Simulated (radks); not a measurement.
Excited configurations of the bromine ion Br3+: one electron is placed in a higher orbital outside [Ar] 3d10 4s2 4p1. The ground configuration is [Ar] 3d10 4s2 4p2. Method: scalar-relativistic Kohn-Sham, PBE, spin-polarised, spherical densities, finite nucleus; open shells are filled with parallel spins first; Fermi nuclear charge, rms radius 4.1629 fm; computed with a radial shooting solver on a logarithmic mesh with Libxc functionals. Excitation = E - E(ground); binding = E(ion) - E, where the ion is the core of charge +4; n* = 4/sqrt(2 binding) in atomic units, and the quantum defect is n - n*.

outer orbital  excitation (eV)  binding (eV)  quantum defect  <r> (bohr)
4f                      32.045        14.866           0.173       3.922
5s                      21.815        25.096           2.055       3.374
5p                      26.050        20.861           1.770       3.845
6s                      32.646        14.265           2.093       5.924
6d                      37.406         9.505           1.214       8.163
6f                      40.012         6.899           0.383       10.69
7p                      38.691         8.220           1.854       10.04
7f                      41.841         5.070           0.447       15.14

The Delta-SCF ionisation energy is 46.911 eV (NIST Atomic Spectra Database: 47.78 eV, measured). Self-interaction in the functional shifts the binding energies and quantum defects, so they are the method's values and not measured ones. Open shells are spherical and high-spin; term and fine-structure splittings are not resolved.
